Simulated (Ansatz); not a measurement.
HB, SMILES `[BH]` (lower singlet) (charge 0, multiplicity 1). This singlet lies 1.33 eV below the relaxed triplet at the level composite: frozen-core CCSD(T) with HF/cc-pV5Z and the correlation energy extrapolated as X^-3 from cc-pVQZ and cc-pV5Z, plus full CI minus CCSD(T) in cc-pVDZ // B3LYP-D3(BJ)/def2-TZVP (Ansatz, a program for electronic structure).

All values below come from B3LYP/cc-pVTZ // B3LYP-D3(BJ)/def2-TZVP run with Ansatz.

Ansatz 0.2 input:
```yaml
crystal:
  periodic: [false, false, false]
  atoms:
    - { symbol: B, position_ang: [0.61654, -0.000003, -0.000002] }
    - { symbol: H, position_ang: [-0.61654, 0.000003, 0.000002] }
basis:
  gaussian: { orbitals: cc-pVTZ }
hamiltonian:
  xc: b3lyp
```

Output:

```
Functional definition: B3LYP
272 factors; their error is unknown
mean field evaluation 1: about -688.2180 eV, gradient 7.7e0 eV
mean field evaluation 2: about -688.4197 eV, gradient 2.2e0 eV
mean field evaluation 4: about -688.4384 eV, gradient 6.8e-2 eV
mean field evaluation 8: about -688.4307 eV, gradient 6.2e-5 eV
mean field -688.43074246 eV, -25.2993631503 hartree, gradient 6.4e-5 eV, S^2 0.000000; 0 other end points of the search recorded, 0 dependent functions left out
reference -688.43090005 eV, -25.2993689417 hartree; 3, 3 occupied and 41, 41 virtual orbitals, 272 factors
Total energy: -688.43090005 eV, -25.2993689417 hartree
```
